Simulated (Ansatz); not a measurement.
`C=[C]([SiH3])[GaH2]` + HBr → `[GaH2][Br]` + `C=C[SiH3]` at 600 K and 1 bar (ligand exchange at a Ga–C bond).

Calculated with Ansatz (gas phase, PBE0-D4/def2-TZVP geometries, no zero-point term in ΔE). CCSD(T)/CBS adds triple-zeta CCSD(T) − MP2 to the extrapolated MP2 energy (def2 sets, frozen cores). For Br, Ga outer-core shells are correlated without core-valence functions, which leaves a few kJ/mol of doubt a bond. Scalar relativity is left out up to krypton.

```tsv
species	CCSD(T)/CBS energy (Eh)	H − E (kJ/mol)	S (J/(mol·K))
`C=[C]([SiH3])[GaH2]`	-2293.28821	249.5	451.4
HBr	-2573.91920	33.5	219.1
`[GaH2][Br]`	-4498.49736	67.3	317.6
`C=C[SiH3]`	-368.76077	221.4	355.7
```

H − E and S are ideal-gas, rigid-rotor, harmonic terms from PBE0-D4/def2-TZVP. 1 Eh = 2625.50 kJ/mol, R = 8.31446 J/(mol·K).

Problem. By hand: ΔE, ΔH, ΔS and ΔG.

Solution. ΔE = (-4498.49736) + (-368.76077) − (-2293.28821) − (-2573.91920) = -0.05072 Eh = -133.2 kJ/mol. Δ(H − E) = 67.3 + 221.4 − 249.5 − 33.5 = 5.7, so ΔH = -127.5 kJ/mol. ΔS = 317.6 + 355.7 − 451.4 − 219.1 = 2.8 J/(mol·K). ΔG = -127.5 − 600 × (2.8)/1000 = -129.2 kJ/mol.

Problem. By hand: the equilibrium constant, and the temperature at which ΔG would vanish if ΔH and ΔS stayed fixed.

Solution. log₁₀ K = −ΔG/(RT ln 10) = 11.2. ΔH and −TΔS have one sign here, so there is no such temperature. One of them is within its doubt of zero, so this could turn.

The number of gas molecules stays the same, so ΔS is small and ΔH decides. A doubt of 5 kJ/mol in ΔE shifts log₁₀ K by 0.4 here. These are equilibria of isolated gas molecules and say nothing of rates. Largest T1 diagnostic: 0.013 (customary marks: 0.02 for closed shells, 0.045 for open ones).
